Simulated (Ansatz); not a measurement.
## Molecular dynamics of BrClFGeH₃O

The input (input.yaml):

```yaml
crystal:
  periodic: [false, false, false]
  atoms:
    - { symbol: Ge, position_ang: [0.063647, 0.12933, -0.034918] }
    - { symbol: O, position_ang: [-0.010164, 0.071304, 1.874034] }
    - { symbol: H, position_ang: [-0.913098, -0.086606, 2.226718] }
    - { symbol: H, position_ang: [1.454781, -0.041247, -0.647882] }
    - { symbol: Cl, position_ang: [-1.441903, 1.415306, -0.860475] }
    - { symbol: F, position_ang: [-0.705768, -1.444462, -0.198296] }
    - { symbol: Br, position_ang: [1.309838, 2.458253, 1.241656] }
    - { symbol: H, position_ang: [0.463567, 1.158823, 2.013962] }
basis:
  gaussian: { orbitals: def2-SVP }
hamiltonian:
  xc: pbe
  dispersion: d4
md:
  timestep: 0.5
  n_steps: 200
  ensemble: nve
  temperature: 100.0
  initial_velocities: maxwell_boltzmann
  seed: 7077
```

Run as:

```bash
$ ansatz run input.yaml --threads 4 --pin off --max-ram 5120MiB --backend cpu --events-out ev --progress --plain --runs-dir out
```

It starts at the highest image of a converged band, a first-order saddle point between two minima.

Output, in part (step lines, the closing report, with atoms numbered from 0):

```
md step     0: t =     0.00 fs  T =   100.0 K  F+E_penalty+E_count = -143850.53683164 eV  E_kin = 0.077556 eV  conserved = -143850.45927564 eV  (27 SCF iters)
md step     1: t =     0.50 fs  T =    98.7 K  F+E_penalty+E_count = -143850.53581210 eV  E_kin = 0.076560 eV  conserved = -143850.45925169 eV  (29 SCF iters)
md step     2: t =     1.00 fs  T =    95.6 K  F+E_penalty+E_count = -143850.53334183 eV  E_kin = 0.074141 eV  conserved = -143850.45920065 eV  (29 SCF iters)
md step     3: t =     1.50 fs  T =    91.6 K  F+E_penalty+E_count = -143850.53020317 eV  E_kin = 0.071060 eV  conserved = -143850.45914272 eV  (29 SCF iters)
md step     4: t =     2.00 fs  T =    87.9 K  F+E_penalty+E_count = -143850.52729209 eV  E_kin = 0.068193 eV  conserved = -143850.45909889 eV  (29 SCF iters)
md step     5: t =     2.50 fs  T =    85.4 K  F+E_penalty+E_count = -143850.52529126 eV  E_kin = 0.066208 eV  conserved = -143850.45908278 eV  (29 SCF iters)
md step     6: t =     3.00 fs  T =    84.3 K  F+E_penalty+E_count = -143850.52444939 eV  E_kin = 0.065351 eV  conserved = -143850.45909815 eV  (29 SCF iters)
md step     7: t =     3.50 fs  T =    84.3 K  F+E_penalty+E_count = -143850.52452226 eV  E_kin = 0.065385 eV  conserved = -143850.45913755 eV  (29 SCF iters)
[... lines left out ...]
Total energy: -143850.72056117 eV, -5286.4164751026 hartree
Atom 0 at    -0.115910    -0.043038    -0.005937 Å, force     0.190607    -0.397869     0.093679 eV/Å
Atom 1 at    -0.297327    -0.040669     1.790006 Å, force     0.011568    -0.113321    -0.157158 eV/Å
Atom 2 at    -0.614481    -0.903797     2.141634 Å, force     0.115933     0.298421    -0.213219 eV/Å
Atom 3 at     1.331183     0.145543    -0.478373 Å, force     0.001744     0.045868     0.016433 eV/Å
Atom 4 at    -1.449805     1.406065    -0.848799 Å, force    -0.145334    -0.069206    -0.039837 eV/Å
Atom 5 at    -0.560516    -1.671685    -0.505369 Å, force    -0.170342     0.199058     0.107121 eV/Å
Atom 6 at     1.492201     2.697923     1.298594 Å, force    -0.110862    -0.224661     0.314108 eV/Å
Atom 7 at     0.868459     1.595175     2.038543 Å, force     0.106688     0.261710    -0.121128 eV/Å
Dipole moment:     0.086355    -0.255476     0.222254 e Å
```

The steps, from the saved trajectory:

| time (fs) | T (K) | potential energy less start (eV) | conserved less start (meV/atom) |
| --- | --- | --- | --- |
| 0 | 100 | 0.000 | 0.00 |
| 3 | 84 | 0.012 | 0.02 |
| 6 | 78 | 0.018 | 0.02 |
| 9 | 75 | 0.019 | 0.00 |
| 12 | 64 | 0.028 | 0.02 |
| 15 | 76 | 0.018 | 0.02 |
| 18 | 94 | 0.005 | 0.00 |
| 21 | 103 | -0.002 | 0.02 |
| 24 | 112 | -0.010 | 0.01 |
| 27 | 118 | -0.014 | 0.01 |
| 30 | 121 | -0.016 | 0.02 |
| 33 | 123 | -0.018 | 0.02 |
| 36 | 139 | -0.030 | 0.01 |
| 39 | 155 | -0.042 | 0.02 |
| 42 | 171 | -0.055 | 0.02 |
| 45 | 201 | -0.078 | 0.00 |
| 48 | 205 | -0.082 | 0.02 |
| 51 | 216 | -0.090 | 0.01 |
| 54 | 228 | -0.100 | 0.00 |
| 57 | 213 | -0.088 | 0.03 |
| 60 | 232 | -0.103 | 0.01 |
| 63 | 239 | -0.108 | 0.01 |
| 66 | 250 | -0.116 | 0.02 |
| 69 | 273 | -0.134 | 0.01 |
| 72 | 285 | -0.144 | 0.01 |
| 75 | 293 | -0.149 | 0.02 |
| 78 | 294 | -0.150 | 0.01 |
| 81 | 301 | -0.156 | 0.00 |
| 84 | 294 | -0.150 | 0.03 |
| 87 | 310 | -0.163 | 0.01 |
| 90 | 321 | -0.171 | 0.01 |
| 93 | 331 | -0.179 | 0.02 |
| 96 | 334 | -0.181 | 0.01 |
| 99 | 337 | -0.183 | 0.00 |

All steps were run. The conserved energy stayed within 0.03 meV per atom of its start (net change 0.0035 meV per atom), so the integration is sound. The kinetic energy rose, since the run started high on the potential surface and went downhill. It ends in pieces (BrH + ClFGeH2O), so much of that is their flight and rotation, not heat. A run of 0.1 ps of so small a system gives no equilibrium averages. The orbitals stay closed-shell, which can raise the energy where a bond breaks towards radicals; this wasn't checked here.

Between its relaxed ends the band would form Ge1–Br7, O2–H8 and break Ge1–O2, Br7–H8. These pairs go: Ge1–Br7 2.93 → 3.44 Å, O2–H8 1.19 → 2.02 Å, Ge1–O2 1.91 → 1.81 Å, Br7–H8 1.73 → 1.47 Å. In the last frame they stand as before the step (other bonds may differ from the relaxed reactants and products). It ends as BrH + ClFGeH2O. Pairs count as bonded within 1.25 times the sum of covalent radii (0.12 Å more for H–H).

Last frame:

```xyz
8
Properties=species:S:1:pos:R:3
Ge -0.116 -0.043 -0.006
O -0.297 -0.041 1.790
H -0.615 -0.904 2.142
H 1.331 0.145 -0.478
Cl -1.450 1.406 -0.849
F -0.560 -1.672 -0.505
Br 1.492 2.698 1.299
H 0.869 1.595 2.038
```

Time of the run: 6 min on 4 threads of Intel(R) Xeon(R) Platinum 8259CL CPU @ 2.50GHz (Skylake/Cascade Lake), with other jobs on the host, peak memory 0.24 GiB.
